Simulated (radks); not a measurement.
Results of a calculation; reference values are marked as such.
Q: Ionisation of the zirconium ion Zr2+, [Kr] 4d2, to Zr3+, [Kr] 4d1, under several functionals. Dirac Kohn-Sham, spin-unpolarised, spherical densities, point nucleus; open shells fill j = l - 1/2 first; a radial shooting solver on a logarithmic mesh with Libxc functionals. The NIST Atomic Spectra Database gives 23.170 eV (semi-empirical). Rank these functionals by the error of their Delta-SCF ionisation energy: BLYP; revPBE; exchange-only B88; SOGGA; AM05; XLYP.

A: From best to worst: XLYP 22.681 eV (-0.489); AM05 22.640 eV (-0.530); BLYP 22.633 eV (-0.537); revPBE 22.623 eV (-0.547); SOGGA 22.563 eV (-0.607); exchange-only B88 21.684 eV (-1.486). Spin polarisation and multiplet splitting are left out, so open shells lie too high by an amount that depends on their filling.

Beside tabulated values, note that spin-unpolarised runs miss the spin-polarisation part of the exchange energy of open shells.
